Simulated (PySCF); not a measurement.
# Name the molecule from its bond curve

A diatomic of charge 0 contains Ga. Its singlet curve at PBE0 in a triple-zeta basis (scalar-relativistic core potentials, PySCF), in eV from the separated fragments:

```
R (Å)  E (eV)
1.446  -2.476
1.514  -2.665
1.581  -2.774
1.631  -2.814
1.682  -2.826
1.732  -2.815
1.800  -2.772
1.884  -2.683
1.985  -2.541
2.119  -2.315
```

The fit gives ωe = 1573 cm⁻¹ and the rotational constant Bₑ = 6.002 cm⁻¹.

Which atom is the partner?

The minimum lies at 1.681 Å, so the reduced mass is 16.8576 u Å² cm⁻¹/(Bₑ·Re²) = 0.9940 u. With Ga at 68.93 u the partner weighs about 1.0 u: H. The molecule is GaH.
